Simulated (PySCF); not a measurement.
CH7Cl2NSi2, SMILES [SiH3]CN[SiH](Cl)Cl.

Geometry optimised at B3LYP-D3(BJ)/def2-SVP. This is a generated structure with no PubChem entry under its InChIKey; it may be hypothetical. Other conformers were not sampled.

The numbers are results of PySCF with PBE/def2-TZVP, not measurements.

```json
{
  "total_energy": "-1595.85492 hartree",
  "highest_occupied_level": "-6.08 eV",
  "lowest_empty_level": "-0.85 eV",
  "orbital_gap": "5.23 eV",
  "dipole_moment": "1.83 D",
  "quadrupole, principal values (traceless, Buckingham form, about the centre of nuclear charge)": "-5.59, 0.45, 5.14 D·Å",
  "mean_static_polarisability": "99.5 bohr³ (14.74 Å³)",
  "polarisability_principal_values": "79.9, 97.8, 120.8 bohr³"
}
```
